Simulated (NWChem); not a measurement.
System meant: C$_{2}$H$_{7}$In; SMILES [CH3][InH][CH3]

Here is an NWChem input.

```
start job
memory heap 200 mb stack 900 mb global 1100 mb
geometry units angstroms noautoz
  In    -0.228113     0.001366    -0.035231
  H     -1.971849     0.000566    -0.117559
  C      0.821966    -1.898702    -0.027721
  H      0.476669    -2.515495     0.816735
  H      1.910537    -1.767965     0.050081
  H      0.596578    -2.452736    -0.952565
  C      0.820905     1.899816     0.053054
  H      0.481560     2.475813     0.928179
  H      0.589212     2.497170    -0.842765
  H      1.909917     1.765497     0.117011
end
basis spherical
  * library def2-svp
end
ecp
  In library def2-ecp
end
dft
  xc b3lyp
  iterations 4
  mulliken
end
task dft energy
```

End of the output:

```
    Atom       Charge   Shell Charges
 -----------   ------   -------------------------------------------------------
    1 In  21    20.54   1.39  0.54  0.66  0.39  3.03  2.85  1.05  0.43  9.35  0.84
    2 H    1     1.13   0.59  0.51  0.02
    3 C    6     6.27   1.96  0.59  0.35  1.85  1.48  0.04
    4 H    1     0.96   0.63  0.27  0.07
    5 H    1     0.97   0.63  0.27  0.07
    6 H    1     0.96   0.63  0.27  0.07
    7 C    6     6.27   1.96  0.59  0.35  1.85  1.48  0.04
    8 H    1     0.96   0.63  0.27  0.07
    9 H    1     0.96   0.63  0.27  0.07
   10 H    1     0.97   0.63  0.27  0.07

 center of mass
 --------------
 x =  -0.10638349 y =   0.00004412 z =   0.00014223

 moments of inertia (a.u.)
 ------------------
         432.068469133137           0.000000000000          -0.000000000000
           0.000000000000         135.039796081800           0.000000000000
          -0.000000000000           0.000000000000         544.445283236710

     Multipole analysis of the density
     ---------------------------------

     L   x y z        total         alpha         beta         nuclear
     -   - - -        -----         -----         ----         -------
     0   0 0 0     -0.000000    -20.000000    -20.000000     40.000000

     1   1 0 0      0.246317     -6.958730     -6.958730     14.163777
     1   0 1 0      0.001553      0.002172      0.002172     -0.002792
     1   0 0 1     -0.000337      0.003801      0.003801     -0.007939

     2   2 0 0    -31.434234    -53.079555    -53.079555     74.724877
     2   1 1 0     -0.000805     -0.004411     -0.004411      0.008017
     2   1 0 1     -0.008740     -0.008344     -0.008344      0.007948
     2   0 2 0    -30.353946   -147.788944   -147.788944    265.223943
     2   0 1 1      0.001508     -0.000644     -0.000644      0.002797
     2   0 0 2    -26.324517    -18.784011    -18.784011     11.243506

 ------------------------------------------------------------------------
 dft energy failed                                                                                  0
 ------------------------------------------------------------------------
 ------------------------------------------------------------------------
  current input line :
    26: task dft energy
 ------------------------------------------------------------------------
 ------------------------------------------------------------------------
 This type of error is most commonly associated with calculations not reaching convergence criteria
 ------------------------------------------------------------------------
 For more information see the NWChem manual at https://nwchemgit.github.io

0:dft energy failed:Received an Error in Communication
```

### Question
Find the fault in this run and fix the input.

### Answer
The run did not converge; its last values are not results. Cause: the SCF was allowed too few iterations. This input runs:
```
start job
memory heap 200 mb stack 900 mb global 1100 mb
geometry units angstroms noautoz
  In    -0.228113     0.001366    -0.035231
  H     -1.971849     0.000566    -0.117559
  C      0.821966    -1.898702    -0.027721
  H      0.476669    -2.515495     0.816735
  H      1.910537    -1.767965     0.050081
  H      0.596578    -2.452736    -0.952565
  C      0.820905     1.899816     0.053054
  H      0.481560     2.475813     0.928179
  H      0.589212     2.497170    -0.842765
  H      1.909917     1.765497     0.117011
end
basis spherical
  In library def2-svp
  H library def2-svp
  C library def2-svp
end
ecp
  In library def2-ecp
end
dft
  xc b3lyp
  iterations 150
  mulliken
end
task dft energy
```
It converges to -270.53492 Ha (B3LYP/def2-SVP with def2 effective core potentials on In).
